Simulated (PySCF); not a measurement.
Removal energies of P⁵⁺ from EOM-IP-GCCSD

Reference: closed-shell P⁵⁺, [Ne]; one electron is removed. Calculated with PySCF 2.14, two-component X2C-1e with screened spin-orbit coupling, x2c-TZVPPall-2c with one added diffuse shell each of s, p, d type (6s7p4d1f, 54 functions); frozen nothing; all 98 virtual spinors kept. No Breit or QED terms. Binding energies in eV.

| level | Koopmans |
| --- | --- |
| 1s1/2 | 2260.9 |
| 2s1/2 | 280.07 |
| 2p1/2 | 222.97 |
| 2p3/2 | 221.98 |

Q: How does correlation move these levels?

A: 1s1/2: second order 2237.9, EOM-CCSD 2242.0; 2s1/2: second order 276.12, EOM-CCSD 276.61; 2p1/2: second order 220.03, EOM-CCSD 220.56; 2p3/2: second order 219.08, EOM-CCSD 219.60.

For comparison, the ionisation energy of P⁵⁺ is 220.43 eV (semi-empirical (NIST evaluation); NIST Atomic Spectra Database, ionization energies).

The screened spin-orbit operator tends to give fine-structure splittings of light species too large.

Gaps of this size point to the basis (6s7p4d1f), which has few functions of high l to correlate and polarise the inner shells.

Where second order misses EOM-CCSD by more than 1 eV, it overshoots the relaxation and correlation of that hole or particle, which higher orders damp.
